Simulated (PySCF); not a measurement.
Calculation: PBE-D3(BJ)/def2-TZVP // PBE0-D4/def2-SVP run with PySCF. Gas-phase values, no solvent. One relaxed conformer stands for a flexible species; it need not be the lowest. Excitations are Tamm–Dancoff values on a coarser integration grid. The basis has no diffuse functions, so Rydberg states are missing or too high.

Reference species (SMILES): `Bc1cc(B)c2ccsc2c1` (neutral, multiplicity 1).

| Quantity | Result |
|---|---|
| HOMO–LUMO gap | 2.75 eV |
| S1–T1 gap (TDA) | 0.73 eV |
| HOMO | -6.06 eV |

Changed species: `Bc1ccc(B)c2sccc12`.

Give the shifts of the HOMO–LUMO gap, S1–T1 gap (TDA) and HOMO.

the HOMO–LUMO gap drops by 0.62 eV, to 2.13 eV; the S1–T1 gap (TDA) drops by 0.23 eV, to 0.50 eV; the HOMO rises by 0.13 eV, to -5.93 eV.
